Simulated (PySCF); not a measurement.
## Ionisation energy of Rh³⁹⁺ by level of theory

Rh³⁹⁺ [He] 2s2 2p2 (3P) → Rh⁴⁰⁺ [He] 2s2 2p1 (2P), as a difference of total energies. Calculation: PySCF 2.14, in an uncontracted even-tempered set (19 s from 16 bohr⁻², ratio 2.2; 12 p from 20 bohr⁻², ratio 2.2; 6 d from 79 bohr⁻², ratio 2.4; 5 f from 120 bohr⁻², ratio 2.4; 4 g from 180 bohr⁻², ratio 2.4); the spin-free X2C one-electron Hamiltonian (Gaussian nucleus). Correlated levels: nothing frozen; virtual orbitals above 40 to 60 times the deepest correlated orbital energy dropped. The calculations carry no spin-orbit coupling.

```
                 method  ionisation energy (eV)
                    UHF                  5866.9
                    LDA                  5863.0
                    PBE                  5865.7
                   PBE0                  5866.3
                 r2SCAN                  5869.3
                 PBEsol                  5863.8
                r2SCANh                  5869.2
    MP2 (all electrons)                  5866.5
SCS-MP2 (all electrons)                  5866.0
```

Spin-orbit coupling is strong in these open shells (close to jj coupling). The scalar numbers leave it out and a first-order estimate fails, so it can dominate the gap to the real levels.

For this ion Breit and QED terms and the two-electron picture change, all absent here, outweigh the differences among the correlated methods.

For comparison: 5940 ± 7 eV (semi-empirical (NIST evaluation); NIST Atomic Spectra Database, ionization energies).
